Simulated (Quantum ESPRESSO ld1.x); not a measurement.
Results of a calculation; reference values are marked as such.
Task: The mean radii <r> (bohr) of the occupied orbitals of an atom or ion are listed with their occupations. Level of theory: Dirac Kohn-Sham, LDA (Slater exchange, VWN5 correlation), spin-unpolarised, spherical densities, point nucleus (ld1.x of Quantum ESPRESSO 7.5).

| orbital | occ. | <r> |
|---|---|---|
| 1s1/2 | 2 | 0.07317 |
| 2s1/2 | 2 | 0.3410 |
| 2p1/2 | 2 | 0.3021 |
| 2p3/2 | 4 | 0.3047 |
| 3s1/2 | 2 | 0.9261 |

Name the element and its charge. Open shells, if any, are shared by 2j + 1.

Result: Z = 21, scandium, charge +9: Sc9+ in [Ne] 3s2. The 1s radius gives Z: for a bare nucleus <r> = (2 gamma + 1)/(2Z) with gamma = sqrt(1 - (Z/c)^2), 0.07087 bohr for Z = 21, and screening makes it slightly larger (0.07317 here). The occupations add up to 12, and the charge is Z minus that.
